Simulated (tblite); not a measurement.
Compound: C2H12NPSi2.
Cartesian coordinates in Å at the GFN2-xTB level; atoms count from 1:
```
atom  x, y, z in Å
C1    -1.9811   -1.2735   -0.1112
Si2   -1.1534    0.3598    0.3993
P3    -2.4047    2.0399   -0.4415
C4     0.5745    0.5374   -0.3657
Si5    1.8697   -0.6848    0.2850
N6     3.2816   -0.4159   -0.6658
H7    -1.3727   -2.1231    0.1797
H8    -2.9566   -1.3852    0.3527
H9    -2.1233   -1.3165   -1.1873
H10   -1.0746    0.4157    1.8731
H11   -3.4543    1.8708    0.4420
H12   -1.8270    3.0189    0.3462
H13    0.4923    0.4229   -1.4465
H14    0.9276    1.5556   -0.2002
H15    2.0313   -0.4723    1.7337
H16    1.5004   -2.0785    0.0359
H17    4.0914   -0.9942   -0.5143
H18    3.5702    0.5294   -0.8599
```

Computed with GFN2-xTB (tblite): harmonic, unscaled wavenumbers at the GFN2-xTB geometry, gas phase. The method is semi-empirical: single wavenumbers can be off by several per cent or more. Modes of hydrogen on phosphorus and silicon can be 10 to 20 % off. One conformer, not necessarily the lowest.

Harmonic wavenumbers (cm⁻¹): 28.6, 46.6, 79.1, 92.3, 106.3, 130.7, 165.1, 182.1, 201.6, 219.0, 465.9, 471.9, 515.4, 581.2, 592.3, 602.1, 642.2, 671.0, 683.2, 699.3, 722.2, 754.0, 796.9, 804.1, 821.8, 841.1, 846.0, 899.5, 1011.8, 1134.6, 1153.3, 1364.9, 1451.3, 1481.4, 1483.6, 1524.1, 2125.4, 2165.2, 2256.6, 2298.2, 2387.2, 2972.0, 2984.8, 3036.1, 3040.1, 3053.0, 3476.1, 3511.5.

A = 3417, B = 742.9, C = 652.1 MHz; mass 137.025 u (most abundant isotopes); point group C1, symmetry number 1.

Zero-point energy?

½Σν̃ = 28786 cm⁻¹ = 344.36 kJ/mol.

Give the ideal-gas entropy at 273.15 K and 1 bar in the rigid-rotor, harmonic-oscillator model (classical rotation).

Translation 168.40, rotation 122.97, vibration 155.87: S = 447.2 J/(mol K).

And Cp and H(273.15 K) − H(0)?

Cp = 173.63 J/(mol K), of which vibrations give 140.38 (their classical limit is 48 R = 399.1); H(273.15 K) − H(0) = 30.03 kJ/mol without the zero-point energy, 20.94 from vibrations.

Which modes carry the vibrational entropy at 273.15 K?

28.6 cm⁻¹: 24.06; 46.6 cm⁻¹: 20.01; 79.1 cm⁻¹: 15.65; 92.3 cm⁻¹: 14.39; 106.3 cm⁻¹: 13.24; 130.7 cm⁻¹: 11.58 J/(mol K); the other 42 give 56.92 together.

What must be added to the electronic energy to get the Gibbs energy at 273.15 K and 1 bar?

ZPE + [H(273.15 K) − H(0)] − T·S = 344.36 + 30.03 − 122.16 = 252.23 kJ/mol.

Hindered rotation and anharmonicity are outside this model. Other conformers, if any are populated, would add a mixing term that is left out. The structure is chiral; the term R ln 2 for an equal mix with its mirror image is left out.
